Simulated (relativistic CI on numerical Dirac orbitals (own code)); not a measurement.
**Crystal-field levels of Mo5+, 4d**

Calculated by Dirac-Coulomb-Breit CI, separate exchange-only KLI orbitals for each configuration, model QED (radiative potential, 1s self-energy scaled to tabulated hydrogen-like ionisation energies), valence Slater integrals scaled by 0.65, one configuration in a parametric crystal field (own radial code).

Field parameters in Wybourne normalisation: Oh B⁴₀ = 21Dq, B⁴₄ = √(5/14) B⁴₀. The field is a parameter set, without covalency.

S is read from ⟨S²⟩ = S(S + 1).

Levels (cm⁻¹, degeneracy): 0 (4), 1520 (2), 29538 (4).

Which field gives this pattern?
A. Oh, 10Dq = 8500 cm⁻¹
B. Oh, 10Dq = 35800 cm⁻¹
C. Oh, 10Dq = 28950 cm⁻¹
D. Oh, 10Dq = 22150 cm⁻¹

C. Oh, 10Dq = 28950 cm⁻¹, ground level with S = 0.50.
